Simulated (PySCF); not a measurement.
A geometry optimisation, step by step.

Compound: C₆H₉F₂N.
SMILES with atom numbers: `[CH3:1][C@@H:2]1[CH2:3][N:4]=[C:5]([CH:6]([F:7])[F:8])[CH2:9]1` (hydrogens: H10, H11, H12 on C1; H13 on C2; H14, H15 on C3; H16 on C6; H17, H18 on C9)

Computed by this run: PySCF, PBE0-D3(BJ)/def2-SVP geometry optimisation, gas phase; density fitting, grid level 1; the optimiser is geomeTRIC in internal coordinates, started from a GFN2-xTB structure. 10 of its 19 geometries are shown. The frame can shift and turn from step to step; on so coarse a grid that alone can change the energy by a few meV, and forces under 0.02 eV/Å are noise.

Step 0: E = -13268.4144 eV, largest atomic force 0.776 eV/Å
```
atom  x, y, z in Å  |  force x, y, z in eV/Å
C1     -1.998    0.950   -0.253    0.233  -0.576  -0.134
C2     -1.145   -0.311   -0.326    0.053   0.399   0.331
C3     -0.812   -0.854    1.091    0.164   0.100  -0.526
N4      0.600   -0.678    1.307    0.345  -0.140   0.681
C5      1.144   -0.248    0.254    0.218   0.238  -0.523
C6      2.618    0.022    0.193    0.493   0.136  -0.210
F7      3.204   -0.734   -0.772   -0.258  -0.100   0.072
F8      2.854    1.314   -0.154   -0.263  -0.041   0.102
C9      0.244   -0.029   -0.927   -0.136  -0.254   0.324
H10    -2.955    0.734    0.216   -0.423  -0.002   0.203
H11    -1.493    1.719    0.329    0.187   0.356   0.249
H12    -2.188    1.341   -1.251   -0.113   0.233  -0.370
H13    -1.676   -1.067   -0.906   -0.121  -0.206  -0.185
H14    -1.035   -1.918    1.198   -0.176  -0.329   0.108
H15    -1.348   -0.323    1.880   -0.291   0.083   0.272
H16     3.123   -0.181    1.148   -0.108  -0.055   0.139
H17     0.512   -0.719   -1.730    0.127  -0.150  -0.311
H18     0.343    0.988   -1.310    0.070   0.309  -0.220
```

Step 2: E = -13268.4634 eV, largest atomic force 0.092 eV/Å
```
atom  x, y, z in Å  |  force x, y, z in eV/Å
C1     -2.080    0.891   -0.164    0.007   0.016   0.008
C2     -1.231   -0.368   -0.279   -0.002  -0.025  -0.015
C3     -0.850   -0.946    1.110   -0.029   0.015   0.015
N4      0.563   -0.698    1.328   -0.022  -0.005  -0.013
C5      1.066   -0.245    0.254    0.083   0.040   0.007
C6      2.519    0.117    0.187    0.013   0.057   0.034
F7      3.109   -0.530   -0.842   -0.005  -0.050  -0.058
F8      2.647    1.444   -0.050   -0.029  -0.002   0.010
C9      0.142   -0.092   -0.921    0.004   0.003   0.007
H10    -3.042    0.682    0.330    0.005  -0.004   0.004
H11    -1.559    1.661    0.429    0.002  -0.004  -0.002
H12    -2.298    1.320   -1.154    0.001  -0.003   0.000
H13    -1.783   -1.119   -0.865   -0.010   0.013  -0.001
H14    -1.030   -2.033    1.188    0.021  -0.006  -0.017
H15    -1.428   -0.485    1.929   -0.007  -0.015  -0.006
H16     3.042   -0.135    1.124   -0.029  -0.011   0.018
H17     0.416   -0.812   -1.711    0.004  -0.012   0.014
H18     0.226    0.911   -1.370   -0.007  -0.006  -0.007
```

Step 4: E = -13268.4664 eV, largest atomic force 0.121 eV/Å
```
atom  x, y, z in Å  |  force x, y, z in eV/Å
C1     -2.070    0.887   -0.169    0.032  -0.028   0.010
C2     -1.228   -0.376   -0.296    0.016   0.016   0.037
C3     -0.856   -0.966    1.089    0.034  -0.011  -0.042
N4      0.547   -0.683    1.332   -0.007   0.013   0.021
C5      1.059   -0.220    0.267   -0.113  -0.041  -0.016
C6      2.506    0.151    0.218    0.065  -0.031  -0.059
F7      3.103   -0.505   -0.807   -0.001   0.052   0.066
F8      2.631    1.476   -0.025    0.015   0.002   0.005
C9      0.151   -0.097   -0.924   -0.009   0.004   0.032
H10    -3.029    0.678    0.329   -0.013   0.003  -0.001
H11    -1.541    1.648    0.428    0.002   0.012   0.006
H12    -2.289    1.325   -1.154   -0.005   0.003  -0.010
H13    -1.779   -1.120   -0.890   -0.031   0.006  -0.020
H14    -0.998   -2.060    1.139   -0.001  -0.013   0.002
H15    -1.460   -0.542    1.908   -0.029  -0.002   0.012
H16     3.014   -0.099    1.163    0.021   0.018  -0.023
H17     0.441   -0.832   -1.693    0.017  -0.011   0.002
H18     0.226    0.897   -1.392    0.008   0.009  -0.023
```

Step 6: E = -13268.4714 eV, largest atomic force 0.213 eV/Å
```
atom  x, y, z in Å  |  force x, y, z in eV/Å
C1     -2.022    0.878   -0.173    0.033  -0.031   0.013
C2     -1.222   -0.407   -0.346    0.013  -0.005   0.043
C3     -0.874   -1.049    1.018    0.056   0.000  -0.057
N4      0.489   -0.661    1.344    0.055   0.043   0.025
C5      1.026   -0.170    0.303   -0.166  -0.123  -0.019
C6      2.453    0.275    0.309    0.074  -0.169  -0.107
F7      3.117   -0.375   -0.683   -0.034   0.119   0.146
F8      2.529    1.598    0.047    0.020   0.061  -0.012
C9      0.172   -0.133   -0.936   -0.022   0.059   0.013
H10    -2.982    0.684    0.330   -0.017   0.004  -0.011
H11    -1.462    1.602    0.442   -0.008   0.011   0.006
H12    -2.235    1.352   -1.142   -0.004   0.007  -0.004
H13    -1.787   -1.110   -0.975   -0.024   0.006  -0.017
H14    -0.908   -2.153    0.986   -0.018  -0.006   0.010
H15    -1.556   -0.741    1.826   -0.017   0.001   0.015
H16     2.933    0.059    1.277    0.038   0.033  -0.020
H17     0.515   -0.914   -1.635   -0.001  -0.012  -0.003
H18     0.244    0.828   -1.468    0.022   0.001  -0.020
```

Step 8: E = -13268.4747 eV, largest atomic force 0.067 eV/Å
```
atom  x, y, z in Å  |  force x, y, z in eV/Å
C1     -2.004    0.876   -0.155   -0.010   0.013   0.002
C2     -1.223   -0.417   -0.346   -0.006   0.000  -0.016
C3     -0.869   -1.074    1.008   -0.016  -0.008   0.018
N4      0.492   -0.677    1.337   -0.016  -0.006  -0.006
C5      1.023   -0.187    0.293    0.062   0.024   0.009
C6      2.438    0.307    0.308   -0.026  -0.002   0.009
F7      3.144   -0.311   -0.666    0.010  -0.018  -0.026
F8      2.458    1.633    0.039   -0.008   0.016  -0.007
C9      0.170   -0.154   -0.944    0.003   0.005  -0.009
H10    -2.969    0.691    0.342    0.003  -0.005  -0.001
H11    -1.437    1.588    0.467   -0.001  -0.008   0.004
H12    -2.211    1.365   -1.120    0.006   0.000   0.005
H13    -1.805   -1.103   -0.980    0.005  -0.002   0.012
H14    -0.900   -2.178    0.964    0.007   0.003  -0.003
H15    -1.554   -0.780    1.820    0.010  -0.002  -0.005
H16     2.920    0.126    1.282   -0.010  -0.001   0.006
H17     0.505   -0.945   -1.636   -0.009  -0.003   0.004
H18     0.251    0.801   -1.488   -0.004  -0.007   0.004
```

Step 10: E = -13268.4746 eV, largest atomic force 0.067 eV/Å
```
atom  x, y, z in Å  |  force x, y, z in eV/Å
C1     -1.998    0.862   -0.117    0.005  -0.012   0.000
C2     -1.225   -0.432   -0.334    0.006   0.001   0.005
C3     -0.845   -1.098    1.008    0.012   0.014  -0.003
N4      0.511   -0.675    1.325    0.013  -0.006  -0.001
C5      1.025   -0.179    0.275   -0.043   0.000  -0.008
C6      2.423    0.355    0.276    0.005   0.065   0.016
F7      3.148   -0.255   -0.689    0.002  -0.012  -0.012
F8      2.395    1.679   -0.017    0.010  -0.045   0.005
C9      0.158   -0.167   -0.954   -0.005  -0.012   0.004
H10    -2.961    0.672    0.382   -0.003   0.001   0.004
H11    -1.423    1.558    0.516   -0.001   0.003   0.003
H12    -2.206    1.370   -1.071   -0.003   0.001  -0.001
H13    -1.819   -1.113   -0.961   -0.007  -0.004  -0.002
H14    -0.853   -2.202    0.949    0.004  -0.004   0.000
H15    -1.526   -0.827    1.831   -0.006  -0.001   0.006
H16     2.911    0.209    1.253    0.005  -0.001  -0.010
H17     0.485   -0.971   -1.636    0.010   0.002  -0.002
H18     0.228    0.778   -1.513   -0.005   0.009  -0.005
```

Step 12: E = -13268.4750 eV, largest atomic force 0.066 eV/Å
```
atom  x, y, z in Å  |  force x, y, z in eV/Å
C1     -2.009    0.846   -0.083    0.013  -0.016   0.000
C2     -1.228   -0.441   -0.314    0.010  -0.005   0.017
C3     -0.819   -1.102    1.022    0.017   0.013  -0.015
N4      0.539   -0.666    1.315    0.018  -0.001   0.003
C5      1.031   -0.167    0.255   -0.066   0.002  -0.002
C6      2.424    0.377    0.232    0.021   0.030  -0.012
F7      3.139   -0.242   -0.738   -0.006   0.007   0.010
F8      2.385    1.696   -0.076    0.010  -0.033   0.002
C9      0.141   -0.165   -0.958   -0.005  -0.015   0.009
H10    -2.966    0.645    0.422   -0.004   0.003   0.005
H11    -1.434    1.542    0.549   -0.001   0.007   0.000
H12    -2.228    1.358   -1.033   -0.007  -0.001  -0.002
H13    -1.827   -1.129   -0.929   -0.009   0.002  -0.007
H14    -0.815   -2.205    0.963   -0.001  -0.004   0.005
H15    -1.487   -0.837    1.857   -0.009  -0.003   0.006
H16     2.926    0.243    1.203    0.010   0.001  -0.010
H17     0.463   -0.969   -1.643    0.012   0.005  -0.007
H18     0.193    0.779   -1.521   -0.003   0.007  -0.004
```

Step 14: E = -13268.4760 eV, largest atomic force 0.062 eV/Å
```
atom  x, y, z in Å  |  force x, y, z in eV/Å
C1     -2.025    0.825   -0.046   -0.002   0.006   0.002
C2     -1.231   -0.452   -0.288    0.000  -0.010   0.003
C3     -0.786   -1.103    1.042   -0.006  -0.004   0.001
N4      0.573   -0.650    1.305   -0.001   0.000  -0.002
C5      1.035   -0.148    0.234    0.010   0.025   0.009
C6      2.428    0.397    0.176    0.007  -0.058  -0.018
F7      3.119   -0.234   -0.803   -0.005   0.011   0.010
F8      2.388    1.711   -0.144   -0.007   0.033  -0.011
C9      0.121   -0.159   -0.960    0.003  -0.005  -0.003
H10    -2.971    0.613    0.477    0.003  -0.001   0.004
H11    -1.450    1.532    0.575    0.001  -0.001  -0.003
H12    -2.269    1.331   -0.993   -0.004  -0.005   0.002
H13    -1.834   -1.150   -0.888    0.004   0.003   0.001
H14    -0.770   -2.206    0.987    0.000   0.002   0.004
H15    -1.441   -0.844    1.889    0.005  -0.001  -0.001
H16     2.953    0.270    1.136   -0.001   0.004   0.001
H17     0.442   -0.958   -1.651   -0.003   0.004  -0.004
H18     0.148    0.786   -1.525   -0.003  -0.002   0.005
```

Step 16: E = -13268.4767 eV, largest atomic force 0.032 eV/Å
```
atom  x, y, z in Å  |  force x, y, z in eV/Å
C1     -2.048    0.784    0.030   -0.009   0.006  -0.001
C2     -1.234   -0.475   -0.236   -0.007   0.003  -0.004
C3     -0.720   -1.106    1.078   -0.006  -0.010   0.007
N4      0.638   -0.624    1.281   -0.010   0.001  -0.002
C5      1.044   -0.119    0.189    0.032   0.003  -0.002
C6      2.427    0.442    0.066   -0.005  -0.027  -0.003
F7      3.086   -0.198   -0.929    0.000   0.003  -0.004
F8      2.360    1.750   -0.273   -0.006   0.022  -0.005
C9      0.081   -0.155   -0.966    0.004   0.004  -0.001
H10    -2.967    0.555    0.592    0.005  -0.003   0.006
H11    -1.465    1.509    0.622    0.002  -0.002  -0.003
H12    -2.341    1.278   -0.909   -0.002  -0.004   0.003
H13    -1.846   -1.190   -0.807    0.008  -0.002   0.001
H14    -0.683   -2.210    1.030    0.002   0.001   0.000
H15    -1.346   -0.856    1.950    0.008   0.004  -0.001
H16     2.991    0.336    1.007   -0.004   0.004   0.002
H17     0.392   -0.946   -1.670   -0.009  -0.002   0.001
H18     0.062    0.789   -1.532   -0.001  -0.002   0.004
```

Step 18: E = -13268.4772 eV, largest atomic force under 0.02 eV/Å
```
atom  x, y, z in Å  |  force x, y, z in eV/Å
C1     -2.058    0.760    0.074   -0.004  -0.004   0.000
C2     -1.235   -0.490   -0.208   -0.003   0.006   0.000
C3     -0.682   -1.109    1.096    0.001  -0.005   0.004
N4      0.675   -0.610    1.264   -0.002   0.000   0.000
C5      1.049   -0.104    0.161    0.009  -0.010  -0.006
C6      2.423    0.470    0.006   -0.004   0.014   0.004
F7      3.068   -0.168   -0.998   -0.001   0.003  -0.007
F8      2.334    1.776   -0.340   -0.003  -0.002  -0.002
C9      0.058   -0.155   -0.970    0.002   0.003   0.005
H10    -2.958    0.521    0.661    0.003  -0.001   0.004
H11    -1.470    1.496    0.646    0.001   0.000  -0.002
H12    -2.384    1.244   -0.860   -0.003  -0.002   0.001
H13    -1.850   -1.215   -0.762    0.005  -0.003  -0.003
H14    -0.633   -2.212    1.051    0.000   0.000  -0.001
H15    -1.289   -0.863    1.982    0.002   0.003   0.001
H16     3.006    0.377    0.936   -0.001   0.000   0.000
H17     0.362   -0.944   -1.680   -0.003  -0.002   0.001
H18     0.014    0.788   -1.536    0.000   0.000   0.000
```

Question: Summarise the path.

Answer: The energy falls by 1.45 kcal/mol from step 0 to step 18; nine tenths of that is first reached at step 6. It rises by more than 0.2 meV at step 10. The largest force goes from 0.776 to under 0.02 eV/Å. Among the bonds C3–N4 changes most, from 1.439 to 1.456 Å; the atoms move by 0.225 Å rms after alignment.

Question: Follow the three bonds and two angles with the largest change from start to end.

Answer: 
```
step  E above end (kcal/mol)  largest force (eV/Å)  C3–N4 (Å)  C1–H11 (Å)  C1–H10 (Å)  C3–N4–C5 (°)  N4–C3–H15 (°)
   0                    1.45                 0.776      1.439       1.088       1.088         109.9          108.3
   1                    0.38                 0.322      1.451       1.104       1.102         108.6          109.0
   2                    0.32                 0.092      1.452       1.103       1.101         108.6          109.1
   3                    0.29                 0.059      1.452       1.102       1.101         108.7          109.1
   4                    0.25                 0.121      1.452       1.102       1.101         108.7          109.3
   5                    0.20                 0.255      1.453       1.102       1.101         108.8          109.6
   6                    0.13                 0.213      1.454       1.102       1.101         108.4          110.0
   7                    0.08                 0.128      1.455       1.102       1.101         108.2          110.1
   8                    0.06                 0.067      1.455       1.102       1.101         108.1          110.0
   9                    0.05                 0.042      1.456       1.102       1.101         108.1          110.0
  10                    0.06                 0.067      1.456       1.102       1.101         108.1          109.9
  11                    0.06                 0.087      1.456       1.102       1.101         108.1          109.9
  12                    0.05                 0.066      1.456       1.102       1.101         108.1          109.9
  13                    0.04                 0.036      1.456       1.102       1.101         108.1          110.0
  14                    0.03                 0.062      1.456       1.102       1.101         108.0          110.1
  15                    0.02                 0.059      1.456       1.102       1.101         108.0          110.1
  16                    0.01                 0.032      1.456       1.102       1.101         108.0          110.1
  17                    0.00                 0.027      1.456       1.102       1.101         108.1          110.1
  18                    0.00            under 0.02      1.456       1.102       1.101         108.1          110.1
```

The cost below is that of the whole optimisation. The run took about 10 min of CPU time (one thread, shared machine).
